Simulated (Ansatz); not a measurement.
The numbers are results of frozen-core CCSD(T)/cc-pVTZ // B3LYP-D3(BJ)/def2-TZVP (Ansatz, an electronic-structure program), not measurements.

Ansatz 0.2 input:
```yaml
crystal:
  periodic: [false, false, false]
  atoms:
    - { symbol: Br, position_ang: [2.229412, -0.469945, -0.003385] }
    - { symbol: Ga, position_ang: [0.000038, 0.00001, 0.00019] }
    - { symbol: Br, position_ang: [-1.521582, -1.695488, 0.031047] }
    - { symbol: Br, position_ang: [-0.707868, 2.165423, -0.027852] }
basis:
  gaussian: { orbitals: cc-pVTZ }
correlation:
  method: ccsd_t
```

Output:

```
Functional definition: HF
1141 factors; integrals over basis functions are off by at most 6.8e-4 eV
mean field evaluation 1: about -262340.1264 eV, gradient 1.9e1 eV
mean field evaluation 2: about -262340.1574 eV, gradient 1.9e1 eV
mean field evaluation 4: about -262341.3709 eV, gradient 1.5e0 eV
mean field evaluation 8: about -262341.3869 eV, gradient 1.3e-1 eV
mean field evaluation 16: about -262340.9758 eV, gradient 1.3e1 eV
mean field -262341.38696202 eV, -9640.8681494754 hartree, gradient 1.3e-6 eV, S^2 0.000000; 0 other end points of the search recorded, 0 dependent functions left out
36 core orbitals not correlated
reference -262341.38696202 eV, -9640.8681494754 hartree; 32, 32 occupied and 104, 104 virtual orbitals, 1141 factors
second order -22.00276980 eV of doubles, -0.00000000 eV of singles
cycle   1  -22.03768144 eV  change   -3.5e-2 eV  update   1.0e-1
cycle   2  -22.59512267 eV  change   -5.6e-1 eV  update   2.6e-2
cycle   3  -22.66808099 eV  change   -7.3e-2 eV  update   1.3e-2
cycle   4  -22.65003019 eV  change    1.8e-2 eV  update   3.2e-3
cycle   5  -22.65064132 eV  change   -6.1e-4 eV  update   1.3e-3
cycle   6  -22.65072818 eV  change   -8.7e-5 eV  update   3.1e-4
cycle   7  -22.65051304 eV  change    2.2e-4 eV  update   1.1e-4
cycle   8  -22.65056284 eV  change   -5.0e-5 eV  update   3.1e-5
perturbative correction -0.98119106 eV, -0.0360581064 hartree
Total energy: -262365.01871591 eV, -9641.7366004129 hartree
```

Cost: about 3.0 core-minutes (a rough figure).
